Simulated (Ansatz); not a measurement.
`C[SiH](O)[SiH3]` + H–F → `O[SiH](F)[SiH3]` + CH₄ at 298.15 K and 1 bar (ligand exchange at the Si–C bond).

Computed with Ansatz on PBE0-D4/def2-TZVP structures; ΔE is electronic, products minus reactants. CBS: MP2 limit from def2 TZ/QZ plus the TZ coupled-cluster correction, frozen cores. This one scheme is used for every species. One conformer a species, not always the lowest.

```json
{"species": "`C[SiH](O)[SiH3]`", "CCSD(T)/CBS energy (Eh)": "-696.24702", "H − E (kJ/mol)": "244.5", "S (J/(mol·K))": "359.9"}
{"species": "H–F", "CCSD(T)/CBS energy (Eh)": "-100.39570", "H − E (kJ/mol)": "33.5", "S (J/(mol·K))": "173.6"}
{"species": "`O[SiH](F)[SiH3]`", "CCSD(T)/CBS energy (Eh)": "-756.23815", "H − E (kJ/mol)": "153.8", "S (J/(mol·K))": "340.1"}
{"species": "CH₄", "CCSD(T)/CBS energy (Eh)": "-40.46206", "H − E (kJ/mol)": "127.4", "S (J/(mol·K))": "186.2"}
```

H − E and S are ideal-gas, rigid-rotor, harmonic terms from PBE0-D4/def2-TZVP, for one conformer and one mirror image of each species. 1 Eh = 2625.50 kJ/mol, R = 8.31446 J/(mol·K).

Task: By hand: ΔE, ΔH, ΔS and ΔG.

Result: ΔE = (-756.23815) + (-40.46206) − (-696.24702) − (-100.39570) = -0.05749 Eh = -150.9 kJ/mol. Δ(H − E) = 153.8 + 127.4 − 244.5 − 33.5 = 3.2, so ΔH = -147.7 kJ/mol. ΔS = 340.1 + 186.2 − 359.9 − 173.6 = -7.2 J/(mol·K). ΔG = -147.7 − 298.15 × (-7.2)/1000 = -145.6 kJ/mol.

Task: By hand: the equilibrium constant, and the temperature at which ΔG would vanish if ΔH and ΔS stayed fixed.

Result: log₁₀ K = −ΔG/(RT ln 10) = 25.5. ΔG = 0 at ΔH/ΔS = 20514 K, far beyond where these terms or the molecules hold.

The number of gas molecules stays the same, so ΔS is small and ΔH decides. A doubt of 5 kJ/mol in ΔE shifts log₁₀ K by 0.9 here. Other conformers and mirror images would add mixing entropy, several J/(mol·K) or more a flexible species. These are equilibria of isolated gas molecules and say nothing of rates. Largest T1 diagnostic: 0.013 (customary marks: 0.02 for closed shells, 0.045 for open ones).
